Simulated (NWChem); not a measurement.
System: HSeOCl; SMILES [Se](O)Cl

NWChem printed, in part:

```
             Northwest Computational Chemistry Package (NWChem) 7.3.0
             --------------------------------------------------------

 C1  symmetry detected

                             Geometry "geometry" -> ""
                             -------------------------

 Output coordinates in angstroms (scale by  1.889725989 to convert to a.u.)

  No.       Tag          Charge          X              Y              Z
 ---- ---------------- ---------- -------------- -------------- --------------
    1 Se                  34.0000     0.41258651     0.47058132     0.00407876
    2 Cl                  17.0000    -0.19200776    -1.63454437     0.00792700
    3 O                    8.0000    -1.15835069     1.30315706     0.07015521
    4 H                    1.0000    -1.49700384     1.36223293    -0.83467852

 Effective nuclear repulsion energy (a.u.)     258.7884596954

  pbe96 is a nonlocal functional; adding pw91lda local functional.

                                 NWChem DFT Module
                                 -----------------

 Summary of "ao basis" -> "ao basis" (spherical)
 ------------------------------------------------------------------------------
       Tag                 Description            Shells   Functions and Types
 ---------------- ------------------------------  ------  ---------------------
 Se                          6-31g*                 12       32   5s4p3d
 Cl                          6-31g*                  8       18   4s3p1d
 O                           6-31g*                  6       14   3s2p1d
 H                           6-31g*                  2        2   2s

            General Information
            -------------------
          SCF calculation type: DFT
          Wavefunction type:  closed shell.
          No. of atoms     :     4
          No. of electrons :    60
           Alpha electrons :    30
            Beta electrons :    30
          Charge           :     0
          Spin multiplicity:     1
          Use of symmetry is: off; symmetry adaption is: off
          Maximum number of iterations: 150
          AO basis - number of functions:    66
                     number of shells:    28
          Convergence on energy requested:  1.00D-06
          Convergence on density requested:  1.00D-05
          Convergence on gradient requested:  5.00D-04

              XC Information
              --------------
          PerdewBurkeErnzerhof Exchange Functional  1.000
            Perdew 1991 LDA Correlation Functional  1.000 local
           PerdewBurkeErnz. Correlation Functional  1.000 non-local

             Grid Information
             ----------------
          Grid used for XC integration:  medium
          Radial quadrature: Mura-Knowles
          Angular quadrature: Lebedev.
          Tag              B.-S. Rad. Rad. Pts. Rad. Cut. Ang. Pts.
          ---              ---------- --------- --------- ---------
          Se                  1.15      112           8.0       590
          Cl                  1.00       88           9.0       590
          O                   0.60       49           9.0       434
          H                   0.35       45          10.0       434
          Grid pruning is: on
          Number of quadrature shells:   294
          Spatial weights used:  Erf1

      Superposition of Atomic Density Guess
      -------------------------------------

 Sum of atomic energies:       -2934.20851076

      Non-variational initial energy
      ------------------------------

 Total energy =   -2934.602189
 1-e energy   =   -4597.579555
 2-e energy   =    1404.188906
 HOMO         =      -0.222886
 LUMO         =      -0.045552

     ---------------------------------------------
      Total Density - Mulliken Population Analysis
     ---------------------------------------------

    Atom       Charge   Shell Charges
 -----------   ------   -------------------------------------------------------
    1 Se  34    33.34   2.00  2.00  6.00  2.00  5.99  1.52  2.46  0.37  0.90  6.95  2.94  0.21
    2 Cl  17    17.33   2.00  2.00  5.98  1.38  3.60  0.57  1.78  0.01
    3 O    8     8.87   2.00  0.93  2.99  0.93  2.01  0.02
    4 H    1     0.46   0.36  0.10

   convergence    iter        energy       DeltaE   RMS-Dens  Diis-err
 ---------------- ----- ----------------- --------- --------- ---------
 d= 0,ls=0.0,diis     1  -2936.5427855611 -3.20D+03  2.45D-02  6.13D-01
 d= 0,ls=0.0,diis     2  -2936.3858785288  1.57D-01  1.81D-02  1.89D+00
 d= 0,ls=0.0,diis     3  -2936.5851034272 -1.99D-01  7.19D-03  2.65D-01
 d= 0,ls=0.0,diis     4  -2936.6058662528 -2.08D-02  4.23D-03  4.70D-02
 d= 0,ls=0.0,diis     5  -2936.6121701588 -6.30D-03  1.38D-03  7.07D-03
  Resetting Diis
 d= 0,ls=0.0,diis     6  -2936.6131612289 -9.91D-04  2.48D-04  2.00D-04
 d= 0,ls=0.0,diis     7  -2936.6131922353 -3.10D-05  1.28D-04  1.20D-05
 d= 0,ls=0.0,diis     8  -2936.6131884301  3.81D-06  9.67D-05  3.22D-05
 d= 0,ls=0.0,diis     9  -2936.6131936398 -5.21D-06  1.59D-05  1.70D-06
 d= 0,ls=0.0,diis    10  -2936.6131938133 -1.73D-07  1.15D-06  4.16D-09

         Total DFT energy =    -2936.613193813287
      One electron energy =    -4597.163499443415
           Coulomb energy =     1525.481747861563
    Exchange-Corr. energy =     -123.719901926846
 Nuclear repulsion energy =      258.788459695412

 Numeric. integr. density =       60.000001281028

                       DFT Final Molecular Orbital Analysis
                       ------------------------------------

 Vector   28  Occ=2.000000D+00  E=-2.949973D-01
              MO Center= -5.4D-01, -1.2D-01, -2.0D-03, r^2= 3.3D+00
   Bfn.  Coefficient  Atom+Function         Bfn.  Coefficient  Atom+Function
  ----- ------------  ---------------      ----- ------------  ---------------
    39      0.337933  2 Cl px                53      0.324808  3 O  px
    41      0.300412  2 Cl pz                54      0.263643  3 O  py
    57      0.243905  3 O  px                40      0.215131  2 Cl py
    43      0.200411  2 Cl px                58      0.197701  3 O  py
    10      0.180143  1 Se s                 11     -0.170270  1 Se px

 Vector   29  Occ=2.000000D+00  E=-2.863835D-01
              MO Center= -4.0D-01, -8.3D-01,  1.9D-02, r^2= 2.9D+00
   Bfn.  Coefficient  Atom+Function         Bfn.  Coefficient  Atom+Function
  ----- ------------  ---------------      ----- ------------  ---------------
    39      0.563069  2 Cl px                54     -0.340963  3 O  py
    40     -0.296592  2 Cl py                43      0.291827  2 Cl px
    58     -0.251040  3 O  py                35     -0.220258  2 Cl px
    44     -0.158818  2 Cl py                36      0.115134  2 Cl py
    16     -0.076352  1 Se py                53     -0.047630  3 O  px

 Vector   30  Occ=2.000000D+00  E=-2.013069D-01
              MO Center=  2.1D-01,  1.3D-01, -9.4D-03, r^2= 2.6D+00
   Bfn.  Coefficient  Atom+Function         Bfn.  Coefficient  Atom+Function
  ----- ------------  ---------------      ----- ------------  ---------------
    13      0.717988  1 Se pz                41     -0.356745  2 Cl pz
    17      0.332561  1 Se pz                 9     -0.297532  1 Se pz
    45     -0.230150  2 Cl pz                55     -0.164511  3 O  pz
    37      0.137567  2 Cl pz                59     -0.111622  3 O  pz
    56     -0.101166  3 O  s                 66      0.097300  4 H  s

 Vector   31  Occ=0.000000D+00  E=-1.074294D-01
              MO Center=  1.7D-01, -1.0D-01,  5.3D-03, r^2= 3.2D+00
   Bfn.  Coefficient  Atom+Function         Bfn.  Coefficient  Atom+Function
  ----- ------------  ---------------      ----- ------------  ---------------
    12      0.672486  1 Se py                16      0.499056  1 Se py
    44      0.471885  2 Cl py                40      0.448673  2 Cl py
    42      0.352282  2 Cl s                 10      0.284775  1 Se s
     8     -0.261500  1 Se py                11      0.237348  1 Se px
    54     -0.198149  3 O  py                58     -0.183992  3 O  py

 Vector   32  Occ=0.000000D+00  E=-7.797833D-02
              MO Center=  3.9D-02,  5.6D-01, -5.5D-02, r^2= 2.9D+00
   Bfn.  Coefficient  Atom+Function         Bfn.  Coefficient  Atom+Function
  ----- ------------  ---------------      ----- ------------  ---------------
    11      0.577504  1 Se px                56      0.577130  3 O  s
    15      0.520681  1 Se px                53      0.299521  3 O  px
    57      0.291012  3 O  px                16     -0.269367  1 Se py
    10      0.266455  1 Se s                 12     -0.238452  1 Se py
     7     -0.223587  1 Se px                66     -0.213209  4 H  s

 Vector   33  Occ=0.000000D+00  E= 5.143491D-02
              MO Center= -1.3D+00,  1.2D+00, -8.8D-01, r^2= 2.5D+00
   Bfn.  Coefficient  Atom+Function         Bfn.  Coefficient  Atom+Function
  ----- ------------  ---------------      ----- ------------  ---------------
    66      1.376298  4 H  s                 56     -0.694847  3 O  s
    59      0.489366  3 O  pz                10      0.481073  1 Se s
    14      0.310593  1 Se s                 55      0.298135  3 O  pz
    57      0.285772  3 O  px                53      0.244201  3 O  px
    16     -0.185042  1 Se py                65      0.179793  4 H  s

     ---------------------------------------------
      Total Density - Mulliken Population Analysis
     ---------------------------------------------

    Atom       Charge   Shell Charges
 -----------   ------   -------------------------------------------------------
    1 Se  34    33.70   2.00  2.00  6.00  2.00  5.98  1.67  2.88  0.26  0.75  6.92  2.92  0.31
    2 Cl  17    17.17   2.00  2.00  5.97  1.43  3.57  0.54  1.64  0.02
    3 O    8     8.57   2.00  0.93  2.85  0.98  1.80  0.03
    4 H    1     0.56   0.47  0.09

     -------------------------------------------
      Total Density - Lowdin Population Analysis
     -------------------------------------------

    Atom       Charge   Shell Charges
 -----------   ------   -------------------------------------------------------
    1 Se  34    33.74   2.00  2.00  5.99  1.99  5.88  1.28  2.63  0.54  1.20  6.69  3.08  0.46
    2 Cl  17    17.13   2.00  2.00  5.91  1.21  3.33  0.68  2.00  0.02
    3 O    8     8.46   1.99  0.91  2.71  0.76  2.04  0.05
    4 H    1     0.67   0.45  0.22

     Multipole analysis of the density
     ---------------------------------

     L   x y z        total         alpha         beta         nuclear
     -   - - -        -----         -----         ----         -------
     0   0 0 0     -0.000000    -30.000000    -30.000000     60.000000

     1   1 0 0     -0.002835     -0.001418     -0.001418      0.000000
     1   0 1 0      0.576740      0.288370      0.288370     -0.000000
     1   0 0 1     -0.587066     -0.293533     -0.293533      0.000000

     2   2 0 0    -25.143195    -47.192546    -47.192546     69.241898
     2   1 1 0     -0.484268      3.648032      3.648032     -7.780332
     2   1 0 1      2.016560     -0.117934     -0.117934      2.252427
     2   0 2 0    -26.964819   -135.595161   -135.595161    244.225502
     2   0 1 1     -1.713303      0.144409      0.144409     -2.002121
     2   0 0 2    -27.260077    -14.947218    -14.947218      2.634360
```

Level: PBE/6-31G* (spherical d). All runs use the structure optimised with PBE0/def2-SVP.

### Question
Which NWChem input produces such a log?

### Answer
This is not unique; one that fits is the input that was run:
```
start job
memory heap 200 mb stack 900 mb global 1100 mb
geometry units angstroms noautoz
  Se     0.391654     0.479011    -0.003712
  Cl    -0.169034    -1.638217     0.005108
  O     -1.195248     1.278721     0.083455
  H     -1.546577     1.331687    -0.816913
end
basis spherical
  * library 6-31g*
end
dft
  xc xpbe96 cpbe96
  iterations 150
  mulliken
end
task dft energy
```
